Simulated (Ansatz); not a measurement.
Cost and result for the atomization energy of H₇NOSiSn, SMILES `N[SiH](O)[SnH3]` (11 atoms, 10 bonds).

```xyz
11

N     1.6079   -1.0373    0.1265
Si    0.3127   -0.3196   -0.7161
O     0.8203    0.9647   -1.6278
Sn   -1.4221    0.4679    1.0114
H     2.2417   -1.6623   -0.3453
H     2.0593   -0.5634    0.8915
H    -0.2425   -1.3764   -1.6057
H     0.1508    1.5083   -2.0468
H    -2.4409   -0.7992    1.5374
H    -2.4317    1.6992    0.3776
H    -0.6556    1.1183    2.3972
```

Total charge 0; spin multiplicity 1. Correlated methods include outer-core shells of Sn, which these sets cover unevenly. Sn takes the def2 core potential. The geometry is a stationary point of PBE0-D4/def2-TZVP. It is one conformer, not always the lowest. Program: Ansatz. All runs use 4 threads of an Arm Neoverse V1 on a shared host. Times are those of one run each, without the atoms' runs, and a repeat can differ threefold. Electronic energies, without spin–orbit coupling; frozen cores. CCSD(T)/CBS adds CCSD(T) − MP2 in def2-TZVPP to the MP2 limit, and its time is that of the two runs behind it. T1 = 0.013. With those shells the extrapolation isn't a true limit. B3LYP takes the VWN-RPA correlation (the form of Gaussian; ORCA's B3LYP/G).

CCSD(T)/CBS is a level of theory with its own doubt, some kJ/mol a heavy atom from the limit and from the frozen cores, so smaller differences don't rank the functionals.

```csv
level,functions,wall time
PBE-D4/def2-TZVPP (with forces),252,2.8 s
PBE0-D4/def2-TZVPP,252,3.4 s
B3LYP-D4/def2-TZVPP (with forces),252,4.9 s
r2SCAN-D4/def2-TZVPP (with forces),252,5.5 s
B2PLYP/def2-TZVPP,252,6 s
ωB97X-V/def2-TZVPP,252,9 s
ωB97M-V/def2-TZVPP (with forces),252,13 s
MP2/def2-QZVPP,476,22 s
CCSD(T)/def2-TZVPP,252,3.9 min
CCSD(T)/CBS(def2),–,4.2 min
```

(1) What atomization energy does each give, and how far from CCSD(T)/CBS? (Best estimate.)

Results:

(1) The calculation gave: 
```json
{"level": "PBE-D4/def2-TZVPP (with forces)", "atomization (kcal/mol)": "813.4", "difference from CCSD(T)/CBS": "-4.8", "per bond": "-0.5"}
{"level": "PBE0-D4/def2-TZVPP", "atomization (kcal/mol)": "801.0", "difference from CCSD(T)/CBS": "-17.2", "per bond": "-1.7"}
{"level": "B3LYP-D4/def2-TZVPP (with forces)", "atomization (kcal/mol)": "810.9", "difference from CCSD(T)/CBS": "-7.3", "per bond": "-0.7"}
{"level": "r2SCAN-D4/def2-TZVPP (with forces)", "atomization (kcal/mol)": "808.4", "difference from CCSD(T)/CBS": "-9.8", "per bond": "-1.0"}
{"level": "B2PLYP/def2-TZVPP", "atomization (kcal/mol)": "799.6", "difference from CCSD(T)/CBS": "-18.6", "per bond": "-1.9"}
{"level": "ωB97X-V/def2-TZVPP", "atomization (kcal/mol)": "819.0", "difference from CCSD(T)/CBS": "0.8", "per bond": "0.1"}
{"level": "ωB97M-V/def2-TZVPP (with forces)", "atomization (kcal/mol)": "814.3", "difference from CCSD(T)/CBS": "-3.9", "per bond": "-0.4"}
{"level": "MP2/def2-QZVPP", "atomization (kcal/mol)": "807.3", "difference from CCSD(T)/CBS": "-10.9", "per bond": "-1.1"}
{"level": "CCSD(T)/def2-TZVPP", "atomization (kcal/mol)": "792.0", "difference from CCSD(T)/CBS": "-26.2", "per bond": "-2.6"}
{"level": "CCSD(T)/CBS(def2)", "atomization (kcal/mol)": "818.2", "difference from CCSD(T)/CBS": "0.0", "per bond": "0.0"}
```

In def2-TZVPP, CCSD(T) changes the Hartree–Fock value by +227.2 kcal/mol (the triples alone add +11.1 kcal/mol) and MP2 by +226.7 kcal/mol; breaking electron pairs costs correlation energy, which Hartree–Fock lacks. From PBE to PBE0 (25 % exact exchange), in def2-TZVPP and without D4, the atomization energy moves by −11.7 kcal/mol: exact exchange takes away binding that semilocal exchange gives to molecules. The D4 term adds +8.9 kcal/mol with B3LYP and +4.7 kcal/mol with PBE0; it sums over pairs of atoms, weighted by their polarisabilities, and B3LYP, whose exchange is more repulsive, gets the larger term.

Spin–orbit coupling would lower the free Sn atoms strongly, and the atomization energy with them, by more than many differences here. For some Ge, Se and Sn compounds the MP2-based and the directly extrapolated limit differ by 10 to 25 kJ/mol.
